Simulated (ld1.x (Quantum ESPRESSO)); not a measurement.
# Logarithmic derivatives: indium (In), RRKJ

```
Element                 : In
Generator               : ld1.x (Quantum ESPRESSO) 7.5
Type                    : norm-conserving RRKJ (Kleinman–Bylander form)
Functional              : PBE
Relativity              : fully relativistic
Frozen core             : [Kr] 4d10
Valence charge          : 3
Reference configuration : 5s2 5p1
Partial waves           : 5p (bound): rc 2.80 bohr; 5d channel at 0.3 Ry: rc 3.00 bohr; 5s (bound): rc 2.40 bohr
Local potential         : the s channel
Core correction         : none
rho0                    : 0.005
```

Open shells are filled in proportion to 2j + 1 (rel_dist='average').

The phase is arctan(r·u′/u) with u = r·R(r), unwrapped; energies in Ry, scanned from -3 to 5 Ry. A pole is an energy at which the radial function vanishes at the test radius. The pseudo phase is shifted by a multiple of π to meet the all-electron one at the reference energy, and phase errors are pseudo minus all-electron; the curves can meet again beyond the range given. Levels narrower than the energy grid can be missing from the lists of poles.

| channel | radius (bohr) | reference energy (Ry) | poles, all-electron | poles, pseudo | unbroken range about the reference energy with phases within 0.05 rad | phase error 1 Ry above the reference energy (rad) |
| --- | --- | --- | --- | --- | --- | --- |
| s | 3.24 | -0.60 | -0.01, 4.99 | -0.02, 4.10 | below 1.3 | -0.005 |
| p1/2 | 3.24 | -0.20 | 0.80 | 0.80 | below 2.4 | -0.002 |
| p3/2 | 3.24 | -0.18 | 0.92 | 0.91 | below 2.4 | -0.002 |
| d3/2 | 3.24 | 0.30 | -1.38, 2.49 | 2.10 | -1.2 to 0.7 | -0.073 |
| d5/2 | 3.24 | 0.30 | -1.32, 2.52 | 2.08 | -1.1 to 0.7 | -0.085 |

Phases in the s channel:

```tsv
E (Ry)	all-electron	pseudo
-3.00	1.366	1.366
-2.76	1.353	1.353
-2.52	1.338	1.337
-2.28	1.318	1.318
-2.04	1.293	1.292
-1.80	1.257	1.256
-1.56	1.202	1.201
-1.32	1.107	1.105
-1.08	0.892	0.890
-0.84	0.176	0.174
-0.60	-0.997	-0.997
-0.36	-1.384	-1.384
-0.12	-1.530	-1.531
0.12	-1.611	-1.614
0.36	-1.669	-1.674
0.60	-1.720	-1.728
0.84	-1.772	-1.784
1.08	-1.832	-1.855
1.32	-1.913	-1.958
1.56	-2.039	-2.139
1.80	-2.268	-2.537
2.04	-2.756	-3.367
2.28	-3.536	-4.037
2.52	-4.059	-4.323
2.76	-4.303	-4.461
3.00	-4.431	-4.543
3.24	-4.508	-4.597
3.48	-4.561	-4.638
3.72	-4.599	-4.670
3.96	-4.629	-4.698
4.20	-4.653	-4.723
4.44	-4.674	-4.748
4.68	-4.692	-4.774
4.92	-4.708	-4.803
```
